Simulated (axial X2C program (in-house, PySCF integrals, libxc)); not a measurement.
## Which molecule has these constants?

Calculated with an in-house relativistic program for diatomic molecules, spin-free (one-electron X2C) or two-component (2c: spin–orbit coupling with atomic mean-field Coulomb and Gaunt terms, which also bring small scalar terms), in Dyall basis sets with cores contracted in-house; open shells are unrestricted.

A two-component PBE0 calculation in a Dyall 3-zeta basis gave Re = 2.328 Å, ωe = 388.8 cm⁻¹, De = 2.19 eV, dipole magnitude 1.28 D, Ω = 0.

Question: Which molecule is it?
A. NaI
B. AlI
C. ICl
D. MgI
E. SiI

Answer: C. The others have MgI 2.591 Å and 306.7 cm⁻¹ (Ω = 1/2); AlI 2.561 Å and 309.7 cm⁻¹ (Ω = 0); NaI 2.716 Å and 257.2 cm⁻¹ (Ω = 0); SiI 2.449 Å and 361.2 cm⁻¹ (Ω = 1/2).

Each entry is the lowest single determinant of a limited PBE0 search at one distance. De goes to single-determinant-based atoms at the same level (for ions the charge split of lowest energy) and is withheld (n/a) where an atom does not fit its ground term or J level. Main or longest-lived isotopes. Some light 2c atoms are not at their ground J level, so De misses part of their lowering (0.04 eV or less). The functionals have no current term, which raises determinants with orbital currents.
